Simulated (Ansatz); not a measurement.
H₄O₃Si (`O[SiH](O)O`). Charge 0, multiplicity 1. The geometry is a stationary point of PBE0-D4/def2-TZVP. It is one conformer, not always the lowest.

```xyz
8

O    -0.999    1.203    0.497
Si   -0.298   -0.163   -0.049
O     1.003   -0.654    0.824
O     0.278    0.099   -1.555
H    -0.530    2.028    0.360
H    -1.371   -1.175    0.004
H     0.854   -0.949    1.723
H     1.064   -0.389   -1.803
```

(1) What is the dipole moment at B3LYP/def2-TZVPP? (Best estimate.)

(2) And with PBE, r2SCAN, ωB97M-V? (An estimate is asked.)

(3) Give the Mulliken charges with B3LYP, PBE, ωB97M-V in def2-TZVPP. (Estimate.)

Results:

(1) Ansatz gave: 1.59 D, with components (1.30, -0.34, 0.85) D in this frame, pointing from negative to positive charge.

(2) The calculation gave: PBE 1.57 D, r2SCAN 1.61 D, ωB97M-V 1.61 D.

(3) Computed: 
| atom | B3LYP | PBE | ωB97M-V |
| --- | --- | --- | --- |
| O1 | -0.39 | -0.35 | -0.38 |
| Si2 | 0.74 | 0.60 | 0.68 |
| O3 | -0.40 | -0.35 | -0.38 |
| O4 | -0.40 | -0.36 | -0.39 |
| H5 | 0.19 | 0.19 | 0.18 |
| H6 | -0.12 | -0.12 | -0.08 |
| H7 | 0.19 | 0.19 | 0.18 |
| H8 | 0.20 | 0.20 | 0.19 |

B3LYP here is the variant with VWN-RPA as its local correlation; programs differ in this.
